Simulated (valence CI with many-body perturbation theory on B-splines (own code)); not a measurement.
Sb⁺: electric-dipole lines

Method: valence CI with perturbative core correlation (CI+MBPT): four valence electrons over a frozen Dirac-Fock core [Kr] 4d10, a basis of 11 s, 11 p, 10 d, 8 f, 5 g, 2 h functions for each j, with the one-electron correlation potential Σ1, the two-electron term Σ2, the three-electron term Σ3, Breit, model QED; selected CI, second order for the rest, scaled by the run's own slope (own B-spline code, finite nucleus).

Against 27 measured levels this calculation errs by 129 cm⁻¹ on average and by 345 at most. These come from a selection out of the NIST Handbook of Basic Atomic Spectroscopic Data. Levels without a partner in it may be off by more. Among the levels kept, up to 800 cm⁻¹ of a level comes from second order outside the variational space, and about a tenth of that is noise between levels of different J, which matters for small intervals.

Lines 351 to 400 of 511 in falling wavelength, among levels below 15.452 eV, chosen from the strongest by gf and those to the six lowest levels. Wavelengths and rates use the calculated energies, so an error of 100 cm⁻¹ moves a line at 1918 Å by 0.19 % and its rate by three times that or more. Electric multipoles are in the length gauge, E1 and E2 with the static RPA response of the core. Weak lines are less certain than strong ones. Lines between different terms over intervals too small for the method are left out, as are lines whose strength nearly cancels and 1 of this kind that miss the measured wavelength by over 7 %. Where a level lies close to another of its J and parity, the split of strength between their lines is uncertain.

Levels are named by their leading jj configuration (3d3/2^4 stands for four electrons in 3d with j = 3/2), which in mixed levels can hold well under half, so a name can repeat and another be missing. Letters in brackets count levels of one name in rising energy.

| λ vac (Å) | λ from measured levels | Upper | Lower | A (s⁻¹) | log gf | Branch % |
| --- | --- | --- | --- | --- | --- | --- |
| 2770 |  | (4f7/2 5s^2 5p3/2) J=2 | (5s 5p1/2 5p3/2^2) J=1 [a] | 4.20e+07 | -0.62 | 18.8 |
| 2633 |  | (4f7/2 5s^2 5p1/2) J=4 | (5s 5p1/2 5p3/2^2) J=3 | 6.37e+07 | -0.22 | 22.8 |
| 2614 |  | (5s^2 5p1/2 5f7/2) J=4 | (5s^2 5p1/2 5d5/2) J=3 | 5.01e+07 | -0.34 | 42.4 |
| 2560 |  | (4f5/2 5s^2 5p3/2) J=3 | (5s^2 5p1/2 5d3/2) J=2 [a] | 4.54e+07 | -0.51 | 13.5 |
| 2554 |  | (5s^2 5p1/2 5f5/2) J=3 | (5s^2 5p1/2 5d3/2) J=2 [b] | 3.54e+07 | -0.62 | 22.9 |
| 2543 |  | (4f7/2 5s^2 5p1/2) J=3 | (5s 5p1/2 5p3/2^2) J=2 [b] | 1.13e+08 | -0.11 | 37.9 |
| 2522 |  | (4f5/2 5s^2 5p1/2) J=2 | (5s 5p1/2^2 5p3/2) J=1 | 1.00e+08 | -0.32 | 36.7 |
| 2426 |  | (5s^2 5p3/2 5f7/2) J=5 | (5s^2 5p3/2 5d5/2) J=4 | 1.08e+08 | 0.02 | 69.9 |
| 2298 |  | (5s^2 5p1/2 5f5/2) J=3 | (5s^2 5p1/2 5d3/2) J=2 [a] | 5.71e+07 | -0.50 | 37.0 |
| 2278 |  | (4f7/2 5s^2 5p3/2) J=4 | (5s 5p1/2 5p3/2^2) J=3 | 7.73e+07 | -0.27 | 25.3 |
| 2260 |  | (5s^2 5p3/2 5f7/2) J=3 | (5s^2 5p3/2 5d5/2) J=2 | 4.48e+07 | -0.62 | 34.0 |
| 2250 |  | (5s^2 5p3/2 5f7/2) J=4 | (5s^2 5p1/2 5d5/2) J=3 | 3.18e+07 | -0.66 | 23.4 |
| 1918 | 1923 | (5s^2 5p3/2 6s) J=1 | (5s^2 5p3/2^2) J=0 | 2.56e+07 | -1.37 | 3.7 |
| 1883 | 1879 | (5s 5p1/2 5p3/2^2) J=1 [a] | (5s^2 5p3/2^2) J=0 | 1.74e+07 | -1.56 | 5.8 |
| 1757 | 1762 | (5s^2 5p1/2 6s) J=1 | (5s^2 5p3/2^2) J=2 | 6.09e+07 | -1.07 | 6.6 |
| 1681 | 1678 | (5s^2 5p1/2 5d3/2) J=2 [a] | (5s^2 5p3/2^2) J=2 | 7.89e+06 | -1.78 | 16.8 |
| 1629 | 1634 | (5s^2 5p1/2 5d3/2) J=1 | (5s^2 5p3/2^2) J=0 | 2.97e+07 | -1.45 | 0.8 |
| 1615 | 1607 | (5s 5p1/2 5p3/2^2) J=3 | (5s^2 5p1/2 5p3/2) J=2 | 3.70e+06 | -1.99 | 84.2 |
| 1597 | 1600 | (5s^2 5p3/2 6s) J=2 | (5s^2 5p3/2^2) J=2 | 1.15e+08 | -0.66 | 12.4 |
| 1582 | 1585 | (5s^2 5p3/2 6s) J=1 | (5s^2 5p3/2^2) J=2 | 5.94e+08 | -0.17 | 84.7 |
| 1562 | 1565 | (5s^2 5p1/2 6s) J=1 | (5s^2 5p1/2 5p3/2) J=2 | 4.50e+08 | -0.31 | 49.0 |
| 1559 | 1554 | (5s 5p1/2 5p3/2^2) J=1 [a] | (5s^2 5p3/2^2) J=2 | 1.60e+08 | -0.76 | 53.6 |
| 1540 | 1540 | (5s^2 5p1/2 5d5/2) J=3 | (5s^2 5p3/2^2) J=2 | 2.82e+07 | -1.15 | 14.8 |
| 1528 | 1524 | (5s^2 5p3/2 5d5/2) J=2 | (5s^2 5p3/2^2) J=2 | 1.40e+07 | -1.61 | 21.6 |
| 1510 | 1513 | (5s^2 5p1/2 6s) J=0 | (5s^2 5p1/2 5p3/2) J=1 | 8.55e+08 | -0.53 | 100.0 |
| 1501 | 1499 | (5s^2 5p1/2 5d3/2) J=2 [a] | (5s^2 5p1/2 5p3/2) J=2 | 3.11e+07 | -1.28 | 66.2 |
| 1501 | 1504 | (5s^2 5p1/2 6s) J=1 | (5s^2 5p1/2 5p3/2) J=1 | 1.64e+08 | -0.78 | 17.9 |
| 1500 |  | (5s^2 5p3/2 5d5/2) J=1 | (5s^2 5p3/2^2) J=0 | 5.96e+08 | -0.22 | 25.5 |
| 1479 |  | (5s^2 5p3/2 5d3/2) J=1 | (5s^2 5p3/2^2) J=0 | 1.43e+08 | -0.85 | 4.5 |
| 1445 | 1442 | (5s^2 5p1/2 5d3/2) J=2 [a] | (5s^2 5p1/2 5p3/2) J=1 | 8.03e+06 | -1.90 | 17.1 |
| 1435 | 1438 | (5s^2 5p1/2 6s) J=1 | (5s^2 5p1/2^2) J=0 | 2.41e+08 | -0.65 | 26.2 |
| 1434 | 1436 | (5s^2 5p3/2 6s) J=2 | (5s^2 5p1/2 5p3/2) J=2 | 5.15e+08 | -0.10 | 55.7 |
| 1409 | 1408 | (5s^2 5p1/2 5d3/2) J=2 [b] | (5s^2 5p1/2 5p3/2) J=2 | 6.49e+07 | -1.02 | 83.6 |
| 1388 | 1388 | (5s^2 5p1/2 5d5/2) J=3 | (5s^2 5p1/2 5p3/2) J=2 | 1.62e+08 | -0.48 | 85.2 |
| 1382 | 1385 | (5s^2 5p3/2 6s) J=2 | (5s^2 5p1/2 5p3/2) J=1 | 2.94e+08 | -0.38 | 31.8 |
| 1380 | 1383 | (5s^2 5p1/2 5d3/2) J=1 | (5s^2 5p3/2^2) J=2 | 5.59e+07 | -1.32 | 1.5 |
| 1378 | 1375 | (5s^2 5p3/2 5d5/2) J=2 | (5s^2 5p1/2 5p3/2) J=2 | 1.09e+07 | -1.81 | 16.8 |
| 1371 | 1373 | (5s^2 5p3/2 6s) J=1 | (5s^2 5p1/2 5p3/2) J=1 | 1.62e+07 | -1.86 | 2.3 |
| 1363 | 1365 | (5s^2 5p1/2 5d5/2) J=2 | (5s^2 5p3/2^2) J=2 | 2.79e+07 | -1.41 | 0.8 |
| 1360 | 1355 | (5s 5p1/2 5p3/2^2) J=0 | (5s^2 5p1/2 5p3/2) J=1 | 3.40e+07 | -2.02 | 100.0 |
| 1359 | 1358 | (5s^2 5p1/2 5d3/2) J=2 [b] | (5s^2 5p1/2 5p3/2) J=1 | 9.41e+06 | -1.89 | 12.1 |
| 1354 | 1350 | (5s 5p1/2 5p3/2^2) J=1 [a] | (5s^2 5p1/2 5p3/2) J=1 | 4.78e+07 | -1.41 | 16.0 |
| 1346 |  | (5s 5p1/2 5p3/2^2) J=1 [b] | (5s^2 5p3/2^2) J=0 | 1.93e+08 | -0.80 | 3.0 |
| 1331 | 1327 | (5s^2 5p3/2 5d5/2) J=2 | (5s^2 5p1/2 5p3/2) J=1 | 3.99e+07 | -1.28 | 61.6 |
| 1322 | 1325 | (5s^2 5p3/2 5d3/2) J=3 | (5s^2 5p3/2^2) J=2 | 2.00e+07 | -1.44 | 0.5 |
| 1316 | 1318 | (5s^2 5p3/2 6s) J=1 | (5s^2 5p1/2^2) J=0 | 6.42e+07 | -1.30 | 9.2 |
| 1300 | 1296 | (5s 5p1/2 5p3/2^2) J=1 [a] | (5s^2 5p1/2^2) J=0 | 7.14e+07 | -1.27 | 23.9 |
| 1295 |  | (5s^2 5p1/2 7s) J=1 | (5s^2 5p3/2^2) J=0 | 2.02e+07 | -1.82 | 3.8 |
| 1286 |  | (5s^2 5p3/2 5d5/2) J=1 | (5s^2 5p3/2^2) J=2 | 3.70e+08 | -0.56 | 15.8 |
| 1272 |  | (5s^2 5p3/2 5d3/2) J=2 | (5s^2 5p3/2^2) J=2 | 8.65e+07 | -0.98 | 2.5 |

(1) How does gf follow from A for the line at 1615 Å?

Answers

(1) gf = 1.4992 × (2J+1)_upper × A / σ², with σ = 61934 cm⁻¹ and 2J+1 = 7: gf = 0.0101.
